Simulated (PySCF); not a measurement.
A run for PySCF: R-BP86/6-31G* on HF (SMILES F).

```python
from pyscf import gto, scf, dft, mp
from pyscf.data.elements import chemcore

mol = gto.M(
    atom='''
    F    -0.09966557   -0.05492580   -0.30703798
    H     0.01984255    0.44260732    0.47216502
    ''',
    basis='6-31g*',
    cart=True,
    charge=0, spin=0, verbose=3, max_memory=1800)
mf = dft.RKS(mol, xc='b88,p86')
mf.conv_tol = 1e-8
mf.max_cycle = 100
mf.kernel()
if not mf.converged:
    mf = mf.newton().run(mf.mo_coeff, mf.mo_occ)
```

Output:

```
converged SCF energy = -100.418361366663
```

Self-consistency was reached.

Cost: around 0.4 core-seconds (rough).
